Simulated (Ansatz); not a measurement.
Total energies of CH12GeO12Si3, SMILES `[CH3][Ge]([O][Si](O)(O)O)([O][Si](O)(O)O)[O][Si](O)(O)O`.

```tsv
atom	x (Å)	y (Å)	z (Å)
C1	-2.595	0.249	-1.873
Ge2	-1.200	-0.106	-0.617
O3	0.339	-0.400	-1.438
Si4	1.870	-0.711	-0.997
O5	2.116	-2.331	-0.856
O6	2.217	-0.077	0.465
O7	2.878	-0.131	-2.128
O8	-1.538	-1.514	0.380
Si9	-0.663	-2.181	1.580
O10	0.336	-3.365	1.119
O11	0.290	-0.976	2.214
O12	-1.726	-2.773	2.652
O13	-0.910	1.194	0.551
Si14	-0.158	2.630	0.349
O15	1.362	2.563	0.912
O16	-0.280	2.916	-1.260
O17	-0.910	3.839	1.139
H18	-2.684	-0.587	-2.566
H19	-3.536	0.383	-1.340
H20	-2.346	1.160	-2.417
H21	2.156	-2.833	-1.673
H22	1.708	-0.456	1.211
H23	2.586	0.644	-2.609
H24	1.031	-3.152	0.478
H25	-0.161	-0.127	2.283
H26	-1.409	-3.460	3.239
H27	1.842	1.730	0.765
H28	-0.064	3.800	-1.558
H29	-0.550	4.071	1.996
```

Total charge 0; spin multiplicity 1. Correlated methods include outer-core shells of Ge, which these sets cover unevenly. Scalar relativity is left out up to krypton. All single points use the PBE0-D4/def2-TZVP geometry. It is one conformer, not always the lowest. Basis def2-TZVPP, Ansatz 0.2.0.

RPA on PBE orbitals: Hartree–Fock energy of these orbitals -3886.46134 Eh, correlation -5.49227 Eh (frozen core).

```tsv
functional	energy without D4 (Eh)	D4 term (kJ/mol)
LDA (SPW92)	-3881.38986	–
B2PLYP	-3893.46916	–
```

(1) Give the same for PBE, revPBE, BLYP, r2SCAN, B97M-V, PBE0, B3LYP, r2SCANh, r2SCAN0, HSE06 (plane-wave form), BHLYP, CAM-B3LYP, LC-ωPBE, ωB97X-V, ωB97M-V, PBE-QIDH. (Estimate.)

B3LYP takes the VWN-RPA correlation (the form of Gaussian; ORCA's B3LYP/G). HSE06 is the plane-wave form, built on full-range PBE exchange. The double hybrids freeze the cores in their second-order part.

## Answers

(1) Ansatz gave: 
| functional | energy without D4 (Eh) | D4 term (kJ/mol) |
| --- | --- | --- |
| PBE | -3892.98770 | -115.6 |
| revPBE | -3894.04547 | -299.7 |
| BLYP | -3894.63498 | -239.8 |
| r2SCAN | -3894.25570 | -33.4 |
| B97M-V | -3893.90635 | – |
| PBE0 | -3893.13802 | -101.6 |
| B3LYP | -3894.86725 | -183.2 |
| r2SCANh | -3894.18702 | -35.8 |
| r2SCAN0 | -3894.08858 | -39.3 |
| HSE06 (plane-wave form) | -3893.07805 | -95.9 |
| BHLYP | -3894.31410 | -147.1 |
| CAM-B3LYP | -3894.64176 | -105.4 |
| LC-ωPBE | -3893.68289 | – |
| ωB97X-V | -3894.14393 | – |
| ωB97M-V | -3894.37175 | – |
| PBE-QIDH | -3892.47536 | – |

LC-ωPBE has ω = 0.4 bohr⁻¹.
